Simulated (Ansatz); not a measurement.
Geometry optimisation, Ansatz, RKS BLYP/cc-pVDZ.

The input (input.yaml):

```yaml
crystal:
  periodic: [false, false, false]
  atoms:
    - { symbol: Si, position_ang: [-0.697617, -0.487663, -0.873435] }
    - { symbol: S, position_ang: [1.128157, 0.352736, 1.94814] }
    - { symbol: F, position_ang: [-1.421592, -0.821785, -2.296237] }
    - { symbol: F, position_ang: [-0.729914, -1.83743, 0.031757] }
    - { symbol: F, position_ang: [-1.499684, 0.749059, -0.183591] }
    - { symbol: H, position_ang: [1.719846, 0.4561, 0.723875] }
    - { symbol: F, position_ang: [0.862246, -0.04338, -1.221479] }
    - { symbol: H, position_ang: [0.638558, 1.632363, 1.871071] }
basis:
  gaussian: { orbitals: cc-pVDZ }
hamiltonian:
  xc: blyp
relax:
  f_tol: 0.03
  max_steps: 50
```

Run as:

```bash
$ ansatz run input.yaml --threads 2 --pin off --max-ram 3072MiB --backend cpu --events-out ev --progress --plain --runs-dir out
```

Task: Where does it end, and by what steps?

Result: It converged. The force dipped under the threshold on the way, but the program's further checks kept it going. After 13 steps the energy has fallen by 0.055 eV; H6 moved furthest, 0.41 Å.

```tsv
step	energy less start (eV)	largest force component (eV/Å)	accepted
0	0.0000	0.648	yes
1	-0.0372	0.452	yes
2	-0.0453	0.266	yes
3	-0.0492	0.110	yes
4	-0.0504	0.043	yes
5	-0.0513	0.093	yes
6	-0.0519	0.139	yes
7	-0.0530	0.097	yes
8	-0.0539	0.077	yes
9	-0.0539	0.103	no
10	-0.0543	0.042	yes
11	-0.0547	0.004	yes
12	-0.0546	0.074	no
13	-0.0548	0.013	yes
```

```xyz
8
Properties=species:S:1:pos:R:3
Si -0.751 -0.549 -0.957
S 1.371 0.566 2.140
F -1.550 -0.702 -2.368
F -0.913 -1.921 -0.102
F -1.377 0.714 -0.137
H 1.993 0.687 0.927
F 0.823 -0.261 -1.279
H 0.404 1.466 1.778
```

Run time: 25 s on 2 threads of Arm Neoverse V2 (shared host), peak memory 0.14 GiB.
